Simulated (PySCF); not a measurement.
Isomers of C2H8Si2, one GFN2-xTB conformer each. Single-point energies are computed at PBE0/pcSseg-1 (PySCF, gas phase, no added dispersion term), electronic only.

Problem. Rank them by PBE0/pcSseg-1 energy, lowest first (kJ/mol).
A. `[SiH3][C@@H]1C[SiH2]1`
B. `C1[SiH2]C[SiH2]1`
C. `[SiH3]/C=C\[SiH3]`

Solution. B (0.0), C (115.1), A (117.0).

As drawn, the lowest has a four-membered ring, which the highest lacks; the highest has a three-membered ring, which the lowest lacks. Neighbours under 10 kJ/mol apart ([SiH3]/C=C\[SiH3] and [SiH3][C@@H]1C[SiH2]1) can change places with a better method, another conformer or zero-point energy. GFN2-xTB itself gives, in the same order: 0.0, 11.3, 50.7. Both levels put the same isomer lowest; measured from each level's own lowest isomer, the values differ by up to 103.8 kJ/mol ([SiH3]/C=C\[SiH3]: 11.3 against 115.1).

Problem. Which frontier levels, dipoles and rotational constants go with these structures?

Solution. 
```csv
SMILES,"HOMO (eV, PBE0/pcSseg-1)",LUMO (eV),dipole (D),"A, B, C (MHz)"
C1[SiH2]C[SiH2]1,-7.91,-0.01,0.00,"7545, 3710, 2724"
[SiH3]/C=C\[SiH3],-7.98,-0.96,0.53,"8823, 2140, 1792"
[SiH3][C@@H]1C[SiH2]1,-6.95,0.14,0.83,"9615, 2465, 2204"
```
